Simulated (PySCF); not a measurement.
# TeF₃: one-bond stretch

All numbers come from UPBE/[Te def2-SVP with ECP28, F def2-SVP], scalar-relativistic core potentials, density fitting, no spin–orbit coupling, PySCF.

Rigid scan from the doublet minimum (Te–F 1.936 Å, Te–F 1.996 Å (×2); F–Te–F 86.0° (×2), F–Te–F 172.1°). Coordinate: the bond from Te to the last atom (F) scaled, the rest fixed. Energies in kJ/mol from the minimum.

```
scale of one bond  E (kJ/mol)  dipole size (D)  ⟨S²⟩
             0.92        31.5             2.41  0.75
             0.96         6.8             2.32  0.75
             1.00         0.0             2.31  0.75
             1.05         7.9             2.36  0.75
             1.12        36.7             2.55  0.75
             1.20        80.3             2.81  0.75
             1.35       161.0             3.18  0.75
             1.55       238.9                –  0.75
             1.80       292.5                –  0.75
             2.20       325.5                –  0.75
```

With an element this heavy the missing spin–orbit coupling can shift these numbers.
